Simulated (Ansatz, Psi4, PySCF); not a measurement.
Molecule: CH3Si, charge 0, multiplicity 2. SMILES: C=[SiH]
Geometry from a B3LYP-D3(BJ)/def2-TZVP (Ansatz, an electronic-structure program) optimisation:
```
C
H 1 1.0812
H 1 1.0862 2 115.98
Si 1 1.7070 2 123.86 3 180.00
H 4 1.4946 1 121.17 2 -180.00
```
Charge 0, spin multiplicity 2.

Wanted: vertical electron affinity to the singlet, in eV. Set-up: no dispersion term unless named; UHF or UKS for open shells; non-relativistic; six Cartesian d functions in 6-31G* and its kin unless marked 5d; 6-311+G** with 5d, 6d on Na to Ar in Ansatz; no spin-orbit coupling; each state is the SCF solution reached for its charge and spin; frozen cores in correlated levels. First-principles rows: single points at B3LYP-D3(BJ) geometries (Ansatz). Sets without +, aug- or the D of def2-TZVPD hold no diffuse functions, which anions need. A UHF reference is markedly spin-contaminated in at least one set, which strains HF and MP2.

```tsv
level	program	vertical electron affinity to the singlet (eV)
HF/6-31G*	Ansatz	-0.14
HF/6-311+G**	Ansatz	0.30
PBE/6-31G*	Ansatz	0.95
PBE/6-311+G**	Ansatz	1.43
B3LYP/STO-3G	Ansatz	-3.46
B3LYP/3-21G	Ansatz	0.92
B3LYP/6-31G*	Ansatz	1.05
B3LYP/6-311+G**	Ansatz	1.54
M06-2X/6-31G* (5d)	PySCF	1.03
wB97X-D/6-31G*	Psi4	1.11
MP2/6-31G*	Ansatz	0.93
MP2/6-311+G**	Ansatz	1.53
PBE/def2-TZVPD	Ansatz	1.37
wB97X-V/def2-TZVPD	Ansatz	1.47
```

No value to compare with is used here. The 12 habitual levels span -3.46 (B3LYP/STO-3G) to 1.54 eV (B3LYP/6-311+G**); wB97X-V/def2-TZVPD gives 1.47.

The levels are drawn from those run, B3LYP/6-31G* more often than the rest, none by its result; left out are runs that failed, that the program found above a lower state of the same kind, or whose <S^2> lies over 0.5 above the pure value.
